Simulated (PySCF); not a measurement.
ClF (SMILES FCl), singlet, at a GFN2-xTB geometry; WB97X/6-31G** in PySCF.

The PySCF input:
```python
from pyscf import gto, scf, dft

mol = gto.M(
    atom='''
F    -0.000000   -0.000000   -1.099521
Cl    0.000000    0.000000    0.582099
''',
    basis='6-31g**',
    charge=0,
    spin=0,
    verbose=4,
)

mf = dft.RKS(mol)
mf.xc = 'wb97x'
mf.grids.level = 7
mf.kernel()
mf.analyze()
```

The log (banner, timings and long lists left out):

```
PySCF version 2.14.0

[INPUT] verbose = 4
[INPUT] num. atoms = 2
[INPUT] num. electrons = 26
[INPUT] charge = 0
[INPUT] spin (= nelec alpha-beta = 2S) = 0
[INPUT] symmetry False subgroup None
[INPUT] Mole.unit = angstrom
[INPUT] Symbol           X                Y                Z      unit          X                Y                Z       unit  Magmom
[INPUT]  1 F      0.000000000000   0.000000000000  -1.099521000000 AA    0.000000000000   0.000000000000  -2.077793558208 Bohr   0.0
[INPUT]  2 Cl     0.000000000000   0.000000000000   0.582099000000 AA    0.000000000000   0.000000000000   1.100007687383 Bohr   0.0

nuclear repulsion = 48.1464975861134
number of shells = 14
number of NR pGTOs = 78
number of NR cGTOs = 32
basis = 6-31g**
ecp = {}

******** <class 'pyscf.dft.rks.RKS'> ********
method = RKS
initial guess = minao
damping factor = 0
level_shift factor = 0
DIIS = <class 'pyscf.scf.diis.CDIIS'>
diis_start_cycle = 1
diis_space = 8
diis_damp = 0
SCF conv_tol = 1e-09
SCF conv_tol_grad = None
SCF max_cycles = 50
direct_scf = True
direct_scf_tol = 1e-13
XC library pyscf.dft.libxc version 7.1.2
    S. Lehtola, C. Steigemann, M. J. T. Oliveira, and M. A. L. Marques,  SoftwareX 7, 1–5 (2018)
XC functionals = wb97x
    J.-D. Chai and M. Head-Gordon,  J. Chem. Phys. 128, 084106 (2008)
radial grids:
    Treutler-Ahlrichs [JCP 102, 346 (1995); DOI:10.1063/1.469408] (M4) radial grids

becke partition: Becke, JCP 88, 2547 (1988); DOI:10.1063/1.454033
pruning grids: <function nwchem_prune>
grids dens level: 7
symmetrized grids: False
atomic radii adjust function: <function treutler_atomic_radii_adjust>
small_rho_cutoff = 0
Set gradient conv threshold to 3.16228e-05
Initial guess from minao.
tot grids = 174352
init E= -559.888526364867
  HOMO = -0.393054140290306  LUMO = -0.192567727302069  gap/eV = 5.45551
cycle= 1 E= -559.874381252744  delta_E= 0.0141  |g|= 0.342  |ddm|= 1.54
  HOMO = -0.429769117203424  LUMO = -0.0315182399565139  gap/eV = 10.83696
cycle= 2 E= -559.879016173244  delta_E= -0.00463  |g|= 0.335  |ddm|= 0.424
  HOMO = -0.439218808480036  LUMO = -0.0362934937021437  gap/eV = 10.96416
cycle= 3 E= -559.897311157756  delta_E= -0.0183  |g|= 0.0551  |ddm|= 0.223
  HOMO = -0.435140205604689  LUMO = -0.02802003469596  gap/eV = 11.07830
cycle= 4 E= -559.897824371714  delta_E= -0.000513  |g|= 0.00536  |ddm|= 0.0327
  HOMO = -0.436387963771815  LUMO = -0.028715959251282  gap/eV = 11.09332
cycle= 5 E= -559.897834963486  delta_E= -1.06e-05  |g|= 0.00104  |ddm|= 0.00917
  HOMO = -0.436141985600888  LUMO = -0.0284887023292044  gap/eV = 11.09281
cycle= 6 E= -559.897835295655  delta_E= -3.32e-07  |g|= 0.00013  |ddm|= 0.00148
  HOMO = -0.436164427205447  LUMO = -0.0285201614570951  gap/eV = 11.09257
cycle= 7 E= -559.897835302948  delta_E= -7.29e-09  |g|= 2.24e-05  |ddm|= 0.00027
  HOMO = -0.43615968514901  LUMO = -0.0285135579053426  gap/eV = 11.09262
cycle= 8 E= -559.897835303095  delta_E= -1.46e-10  |g|= 4.94e-06  |ddm|= 2.95e-05
  HOMO = -0.436160817949633  LUMO = -0.0285144896678888  gap/eV = 11.09262
Extra cycle  E= -559.897835303096  delta_E= -1.71e-12  |g|= 4.52e-06  |ddm|= 7.23e-06
converged SCF energy = -559.897835303096
**** SCF Summaries ****
Total Energy =                        -559.897835303096258
Nuclear Repulsion Energy =              48.146497586113384
One-electron Energy =                 -870.070570047838828
Two-electron Energy =                  262.026237158629215
Two-electron Coulomb Energy =          300.663082635106150
DFT Exchange-Correlation Energy =      -38.636845476476914
HOMO-LUMO gap [eV] =                    11.092621598510187
**** MO energy ****
MO #1   energy= -101.581204531304  occ= 2
MO #2   energy= -24.7975694427434  occ= 2
MO #3   energy= -9.6256435530811   occ= 2
MO #4   energy= -7.39490713504879  occ= 2
MO #5   energy= -7.37482767992727  occ= 2
MO #6   energy= -7.37482767992726  occ= 2
MO #7   energy= -1.33683823942482  occ= 2
MO #8   energy= -0.959069824133055 occ= 2
MO #9   energy= -0.62252561244563  occ= 2
MO #10  energy= -0.576167908817458 occ= 2
MO #11  energy= -0.576167908817454 occ= 2
MO #12  energy= -0.436160817949637 occ= 2
MO #13  energy= -0.436160817949633 occ= 2
MO #14  energy= -0.0285144896678888 occ= 0
MO #15  energy= 0.428676748058582  occ= 0
MO #16  energy= 0.492877033877794  occ= 0
MO #17  energy= 0.525658817769384  occ= 0
MO #18  energy= 0.525658817769396  occ= 0
MO #19  energy= 0.851487957017058  occ= 0
MO #20  energy= 0.85148795701706   occ= 0
MO #21  energy= 0.929844195447051  occ= 0
 ** Mulliken pop on meta-lowdin orthogonal AOs  **
 ** Mulliken pop  **
pop of  0 F 1s            1.99998
pop of  0 F 2s            1.93511
pop of  0 F 3s            0.00148
pop of  0 F 2px           1.99542
pop of  0 F 2py           1.99542
pop of  0 F 2pz           1.33052
pop of  0 F 3px           0.00029
pop of  0 F 3py           0.00029
pop of  0 F 3pz           0.00014
pop of  0 F 3dxy          0.00000
pop of  0 F 3dyz          0.00144
pop of  0 F 3dz^2         0.00466
pop of  0 F 3dxz          0.00144
pop of  0 F 3dx2-y2       0.00000
pop of  1 Cl 1s           2.00000
pop of  1 Cl 2s           1.99987
pop of  1 Cl 3s           1.93666
pop of  1 Cl 4s           0.00347
pop of  1 Cl 2px          1.99997
pop of  1 Cl 2py          1.99997
pop of  1 Cl 2pz          1.99988
pop of  1 Cl 3px          1.99774
pop of  1 Cl 3py          1.99774
pop of  1 Cl 3pz          0.76916
pop of  1 Cl 4px          0.00176
pop of  1 Cl 4py          0.00176
pop of  1 Cl 4pz          0.01210
pop of  1 Cl 3dxy         0.00000
pop of  1 Cl 3dyz         0.00339
pop of  1 Cl 3dz^2        0.00698
pop of  1 Cl 3dxz         0.00339
pop of  1 Cl 3dx2-y2      0.00000
 ** Mulliken atomic charges  **
charge of    0F =     -0.26616
charge of    1Cl =      0.26616
Dipole moment(X, Y, Z, Debye): -0.00000,  0.00000,  1.05930
```
